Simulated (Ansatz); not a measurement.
Pulling on the Zn1–H2 bond in H2Zn (SMILES [ZnH2]) (multiplicity 1 held, fragments rigid). Energies count from the point at 1.544 Å.
Geometry at that point (charge 0, multiplicity 1):
```csv
atom,x (Å),y (Å),z (Å)
Zn,0.0000,0.0000,0.0000
H,0.0000,0.0000,1.5440
H,0.0000,0.0000,-1.5440
```

R- and RO- levels are restricted; in cc, def2 and unpolarised 6-31G sets they are followed outwards from rest. Unrestricted levels (U-) break spin symmetry where that is lower. Levels need not reach the same state.

Programs: Ansatz (Gaussian basis) for Hartree–Fock, density functionals and correlated methods. Each number belongs to the level named beside it.

**Question.** Predict the energy at R = 4.941 Å from U-r2SCAN/def2-TZVPP.

**Answer.** 3.46 eV

**Question.** Predict the energy at R = 4.941 Å from R-r2SCAN/def2-TZVPP.

**Answer.** 4.82 eV

**Question.** Estimate the energy at R = 4.941 Å that U-PBE/def2-TZVPP returns for this input.

**Answer.** 3.41 eV

Doubts at one or more of the structures used: a spin-contaminated determinant (U-PBE/def2-TZVPP, U-r2SCAN/def2-TZVPP); a restricted determinant that unrestricted orbitals would lower (R-r2SCAN/def2-TZVPP).

Ansatz is a first-principles code.
